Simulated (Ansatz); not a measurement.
System: GeCl3 (charge 0, doublet). It need not be the lowest isomer of its formula. SMILES: [Ge]([Cl])([Cl])[Cl]
Geometry: optimised at B3LYP-D3(BJ)/def2-TZVP (Ansatz, a quantum-chemistry and plane-wave program).

Wanted: vertical electron affinity (to the singlet state of charge -1; a negative value means that the extra electron is unbound and the number depends on the basis; each state is the SCF solution reached for its spin; the molecule has degenerate orbitals, so one determinant may break the symmetry), in eV. Cores are frozen in the correlated levels unless marked. Open shells are spin-unrestricted. Spin-orbit coupling is left out. Frozen are the shells of the preceding noble gas and the d and f shells that filled before the atom's block. Non-relativistic. Anions need diffuse functions: def2-D sets add few. Basis-set limits of correlation are two-point, X^-3; Hartree-Fock from the larger set. [CCSD(T)-MP2]/basis is that difference in the basis named.

| level | program | vertical electron affinity (eV) |
|---|---|---|
| B3LYP/def2-TZVPD | Ansatz | ? |
| CAM-B3LYP/def2-TZVPD | Ansatz | 3.07 |
| SCS-MP2/def2-SVPD | Ansatz | 2.73 |
| SCS-MP2/def2-TZVPPD | Ansatz | 2.78 |
| CCSD/def2-TZVPPD | Ansatz | 2.76 |
| RI-MP2/CBS(def2-TZVPPD,def2-QZVPPD)+[CCSD(T)-MP2]/def2-TZVPPD | Ansatz | ? |

Task: Some entries are withheld; supply them.

Result: 
- B3LYP/def2-TZVPD, vertical electron affinity (eV): 3.04
- RI-MP2/CBS(def2-TZVPPD,def2-QZVPPD)+[CCSD(T)-MP2]/def2-TZVPPD, vertical electron affinity (eV): 2.95
